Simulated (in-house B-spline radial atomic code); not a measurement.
**Ionising the chromium ion Cr⁺ with different functionals**

Computed with a B-spline radial code for spherical atoms: scalar-relativistic (spin-free X2C) Hamiltonian, Fermi nucleus of rms radius 3.6452 fm, spin-polarised at highest spin, spherical fractional occupations for the functionals, and exact exchange of hybrids averaged over the configuration. The ionisation energy is the difference of two self-consistent energies, [Ar] 3d5 → [Ar] 3d4, without Breit or QED terms; ε is the level of the shell that loses the electron (its least bound occupied spin orbital).

| method | rung | ΔSCF (eV) | -ε(3d) (eV) |
| --- | --- | --- | --- |
| PBE0 | global hybrid | 16.88 | 12.65 |
| B3LYP | global hybrid | 16.95 | 12.27 |
| TPSSh | global hybrid | 16.96 | 11.46 |
| BHandHLYP | global hybrid | ? | ? |
| r2SCAN0 | global hybrid | ? | ? |
| B97-1 | global hybrid | 16.65 | 12.08 |
| HSE06 | range-separated hybrid | 16.88 | 12.24 |
| wB97X | range-separated hybrid | 16.45 | 14.82 |
| CAM-B3LYP | range-separated hybrid | 16.86 | 14.07 |
| LC-wPBE | range-separated hybrid | 16.91 | 15.42 |

Problem. What does r2SCAN0 give?

Solution. ΔSCF 17.01 eV, and -ε(3d) = 12.76 eV.

Problem. What does BHandHLYP give?

Solution. ΔSCF 16.35 eV, and -ε(3d) = 14.25 eV.

Problem. Among the functionals, which spreads more, the ΔSCF values or the orbital energies?

Solution. The orbital energies: ΔSCF values span about 0.66 eV and the orbital energies 3.96 eV; here energy differences depend much less on the functional than eigenvalues do.

Problem. How do they compare with the NIST value?

Solution. NIST lists 16.486 eV (measured, ground level to ground level). Errors run from -0.13 to +0.52 eV; wB97X is closest (-0.04 eV), but part of that can be cancellation, since the calculations leave out spin-orbit coupling, Breit-QED terms, multiplet and fine-structure energies.
